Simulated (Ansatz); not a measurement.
Na5⁺, relaxed as a singlet with RKS r2SCAN/def2-SVP in Ansatz, starting from the GFN1-xTB geometry. Force threshold 0.02 eV/Å.

The restricted singlet is unstable towards broken spin symmetry in Hartree–Fock (as tested in another run); at r2SCAN/def2-SVP this wasn't settled. The structure comes from a short search, and lower isomers may exist.

Start:

```xyz
5

Na   -0.065   -0.120    0.105
Na   -0.548   -3.022   -1.916
Na   -0.035    2.974    1.402
Na    0.820   -0.592   -2.987
Na   -0.172    0.760    3.397
```

```tsv
step	energy (eV)	largest force component (eV/Å)	SCF passes
1	-22064.7283	0.502	25
2	-22064.8119	0.374	25
3	-22064.9249	0.086	27
4	-22064.9338	0.015	26
5	-22064.9345	0.006	26
6	-22064.9348	0.006	26
7	-22064.9363	0.015	26
```

Force components are those of the run's own axes.

End:

```xyz
5

Na   -0.0476   -0.1319    0.0950
Na   -0.7113   -3.1595   -1.9468
Na   -0.1759    3.2498    1.5065
Na    1.0472   -0.6927   -3.3726
Na   -0.1124    0.7342    3.7180
```

By distances, no bond broke or formed. The bond that changes most is Na1–Na4, from 3.25 to 3.68 Å (atoms count from 1).

The force fell under the threshold at step 4, but the optimiser went on and released 0.002 eV more. No frequencies were taken in this run, so the end may be a saddle point.

It took 21 s on 4 threads of Arm Neoverse V1 on a shared host.
